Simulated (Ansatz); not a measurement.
Geometry optimisation, RKS PBE-D4/def2-SVP (Ansatz 0.2.0).

Input:

```yaml
crystal:
  periodic: [false, false, false]
  atoms:
    - { symbol: C, position_ang: [-1.35488, 1.49429, -0.56756] }
    - { symbol: C, position_ang: [-0.56349, 0.68219, 0.16515] }
    - { symbol: B, position_ang: [0.28331, -0.42335, -0.46406] }
    - { symbol: Si, position_ang: [1.43371, -1.56278, 0.66094] }
    - { symbol: H, position_ang: [-1.42745, 1.39572, -1.63956] }
    - { symbol: H, position_ang: [-1.94961, 2.27583, -0.11914] }
    - { symbol: H, position_ang: [-0.55694, 0.8605, 1.23602] }
    - { symbol: H, position_ang: [0.24138, -0.58703, -1.62479] }
    - { symbol: H, position_ang: [2.31476, -2.65367, 0.23149] }
    - { symbol: H, position_ang: [1.57921, -1.48169, 2.1215] }
total_charge: 1
basis:
  gaussian: { orbitals: def2-SVP }
hamiltonian:
  xc: pbe
  dispersion: d4
relax:
  f_tol: 0.015
  max_steps: 40
```

Launched with:

```bash
$ ansatz run input.yaml --threads 1 --pin off --max-ram 2048MiB --backend cpu --events-out ev --progress --plain --runs-dir out
```

**Question.** Where does it end, and by what steps?

**Answer.** The forces met the threshold. Limits of this set-up: the dipole of an ion depends on the origin. After 19 steps the energy has fallen by 0.318 eV; H10 moved furthest, 1.59 Å.

```tsv
step	energy less start (eV)	largest force component (eV/Å)	accepted
0	0.0000	1.136	yes
1	-0.1387	0.461	yes
2	-0.1529	0.095	yes
3	-0.1541	0.151	yes
4	-0.1648	0.200	yes
5	-0.1667	0.447	yes
6	-0.2060	0.204	yes
7	-0.2355	0.096	yes
8	-0.2515	0.384	yes
9	-0.2619	0.478	yes
10	-0.2991	0.070	yes
11	-0.2987	0.164	no
12	-0.3015	0.050	yes
13	-0.3078	0.119	yes
14	-0.3129	0.218	yes
15	-0.3144	0.173	yes
16	-0.3169	0.060	yes
17	-0.3174	0.019	yes
18	-0.3175	0.018	yes
19	-0.3176	0.013	yes
```

```xyz
10
Properties=species:S:1:pos:R:3
C -1.338 1.525 -0.662
C -0.437 0.985 0.217
B 0.173 -0.364 -0.066
Si 1.446 -1.624 0.739
H -1.636 0.996 -1.583
H -1.806 2.510 -0.486
H -0.179 1.562 1.122
H -0.098 -1.034 -1.076
H 2.874 -1.724 0.287
H 1.002 -2.832 1.509
```

Whether the end is a true minimum wasn't checked by a vibrational analysis.

Run time: 47 s on 1 thread of Intel(R) Xeon(R) Platinum 8375C CPU @ 2.90GHz (Ice Lake), on a shared host, peak memory 0.14 GiB.
